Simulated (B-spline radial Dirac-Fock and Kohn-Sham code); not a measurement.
## How the levels of mercury move as electrons are removed

Model: Dirac-Fock (average of configuration) total-energy differences with a finite nucleus, the Breit interaction including its frequency dependence, and self-energy and vacuum-polarisation corrections. Program: a radial B-spline solver. Each ion is free and in its tabulated ground configuration. Correlation energy is missing from these numbers.

Reference: Hg¹⁴⁺, [Kr] 4d10 4f14 5s2 5p4, with L3 12586.7 eV, M1 3867.5 eV, M3 3150.6 eV, M5 2594.1 eV, N1 1101.1 eV, Kα1 (K-L3) 70815.9 eV, Kβ1 (K-M3) 80252.0 eV, Lα1 (L3-M5) 9992.6 eV. Shifts from it, in eV (a dash: the subshell is empty, belongs to an open shell averaged over j, or its hole state is left out as unreliable):

```
  ion           configuration      L3      M1      M3      M5      N1    Kα1     Kβ1    Lα1
Hg¹⁵⁺  [Kr] 4d10 4f14 5s2 5p3   +31.2   +30.0   +30.0   +30.2   +29.0  +1.26   +2.45  +0.99
Hg¹⁶⁺  [Kr] 4d10 4f14 5s2 5p2       ?       ?       ?       ?       ?      ?       ?      ?
Hg¹⁷⁺  [Kr] 4d10 4f14 5s2 5p1   +95.5   +92.0   +91.7   +92.4   +88.5  +4.03   +7.85  +3.13
Hg¹⁸⁺      [Kr] 4d10 4f14 5s2  +128.8  +123.8  +123.5  +124.4  +119.1  +5.53  +10.79  +4.31
```

Problem. Give the missing shifts for Hg¹⁶⁺.

Solution. L3 +63.0, M1 +60.7, M3 +60.5, M5 +61.0, N1 +58.5, Kα1 +2.60, Kβ1 +5.07, Lα1 +2.03 (eV).

Over this range L3 (2p3/2) moves by +128.8 eV and Kα1 by +5.5 eV: a line is a difference of two levels that shift in the same direction.

Values without a named source are computed, but for edge energies of neutral atoms, which are taken from tables.
